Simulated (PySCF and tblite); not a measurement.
The numbers below are computed, except where a source is named.
C₆H₁₀O, numbered as in [CH3:1][C:2]1=[CH:3][CH2:4][O:5][CH2:6][CH2:7]1.

Geometries GFN2-xTB; weights from B3LYP-D3(BJ)/def2-SVP (IEF-PCM, dichloromethane) energies and GFN2-xTB thermal corrections, with symmetry numbers and mirror pairs. Conformers within 2.5 kcal/mol (GFN2-xTB free energy) were kept, 4 at most. GIAO shieldings: KT2/pcSseg-1 (IEF-PCM, dichloromethane). Shifts are against TMS (¹H), TMS (¹³C) at the same level. Run with PySCF (density fitting) and tblite.

Q: List the conformer-averaged shifts at 298.15 K.

A: ¹H: 5.61 (H3, 1H), 4.59 (H4, 2H), 4.01 (H6, 2H), 2.04 (H7, 2H), 1.82 (H1, 3H) ppm. ¹³C: 132.7 (C2), 119.3 (C3), 72.3 (C4), 69.7 (C6), 34.5 (C7), 27.3 (C1) ppm.

Shifts are unscaled: against experiment ¹³C can be off by 15 ppm or more and ¹H by 0.8 ppm.
